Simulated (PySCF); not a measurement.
Input for PySCF: R-HF/STO-3G on C3H6 (SMILES C=CC).

```python
from pyscf import gto, scf, dft, mp
from pyscf.data.elements import chemcore

mol = gto.M(
    atom='''
    C    -0.46069649    1.24271267    3.26602448
    C     0.36902423    0.24270324    3.53531502
    C     0.00982848   -1.20821130    3.49781972
    H    -1.49478354    1.06259288    2.99337619
    H    -0.13910675    2.27532127    3.30859666
    H     1.39712374    0.47295065    3.80295777
    H     0.18134505   -1.67954934    4.46972267
    H    -1.03633724   -1.35345457    3.22538446
    H     0.62952508   -1.74567844    2.77416316
    ''',
    basis='sto-3g',
    charge=0, spin=0, verbose=3, max_memory=1800)
mf = scf.RHF(mol)
mf.conv_tol = 1e-8
mf.max_cycle = 100
mf.kernel()
if not mf.converged:
    mf = mf.newton().run(mf.mo_coeff, mf.mo_occ)
```

It printed:

```
converged SCF energy = -115.659172866827
```

Self-consistency was reached.

Cost: roughly 0.10 core-seconds.
